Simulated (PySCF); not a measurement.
# Radial density of Eu (europium, neutral)

UHF, [Xe] 4f6 5d1 6s2, one real determinant (an excited configuration). All numbers are calculated (PySCF 2.14, scalar relativity by spin-free X2C-1e, in x2c-TZVPPall).

```tsv
r (bohr)	4πr²ρ (e/bohr)	4πr²(ρα − ρβ)
0.0262	74.22	0.0036
0.0441	88.37	0.0067
0.0742	110.2	0.0060
0.125	82.59	0.0939
0.210	95.92	0.9490
0.353	40.76	4.3136
0.594	45.43	7.2838
0.998	15.18	4.2964
1.68	6.731	1.1769
2.82	1.323	0.3294
4.75	0.4950	0.0614
7.99	0.04909	-0.0086
13.4	0.0002393	-0.0001
```

Densities and radii are taken from the X2C orbitals without a picture-change correction, which distorts them close to the nucleus.

⟨L²⟩ = 18.68 against 30 for a pure H term, so this real determinant mixes terms. Spin-orbit coupling, absent here, splits the open shell strongly. ⟨S²⟩ = 15.96 against 15.75 shows spin contamination.

(1) Where is the radial spin density 4πr²(ρα − ρβ) most negative, and why is it negative at all?

## Answers

(1) Around r = 7.99 bohr, down to -0.0086 e/bohr: exchange with the open shell polarises the paired shells in an unrestricted calculation.
